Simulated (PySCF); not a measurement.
Diatomics with 85 electrons

PBE0 in PySCF with def2-SVP on every atom (core potentials on Sn, Sb, Te), for the lowest determinant that a PBE0 search found; no spin–orbit coupling. All have 85 electrons, 11 of them in the valence shells, and the same state, a doublet (π ↑). For ions De leads to the atom and ion picked by measured ionisation energies and electron affinities.

```json
{"species": "SnBr", "difference of nuclear charges": "15", "Re (Å)": "2.539", "ωe (cm⁻¹)": "246", "k (mdyn/Å)": "1.70", "De (eV)": "3.49", "dissociates to": "Sn + Br", "Mayer bond order": "1.10"}
{"species": "SbSe", "difference of nuclear charges": "17", "Re (Å)": "2.346", "ωe (cm⁻¹)": "340", "k (mdyn/Å)": "3.28", "De (eV)": "3.04", "dissociates to": "Sb + Se", "Mayer bond order": "2.25"}
{"species": "TeAs", "difference of nuclear charges": "19", "Re (Å)": "2.348", "ωe (cm⁻¹)": "331", "k (mdyn/Å)": "3.07", "De (eV)": "2.82", "dissociates to": "Te + As", "Mayer bond order": "2.32"}
{"species": "SbBr⁺", "difference of nuclear charges": "16", "Re (Å)": "2.404", "ωe (cm⁻¹)": "313", "k (mdyn/Å)": "2.76", "De (eV)": "3.29", "dissociates to": "Sb⁺ + Br", "Mayer bond order": "1.60"}
```

Q: Which member of the whole set has the stiffest bond, and how does it compare with the softest?

A: SbSe with k = 3.28 mdyn/Å, 1.9 times that of SnBr.

These are scalar-relativistic numbers at best; spin–orbit coupling would shift them, the dissociation energy most. For an ion De counts to the pair picked by the measured ionisation energies or electron affinities, which need not be the lowest pair at this level. States were picked by a PBE0 search and need not be the measured ground states.
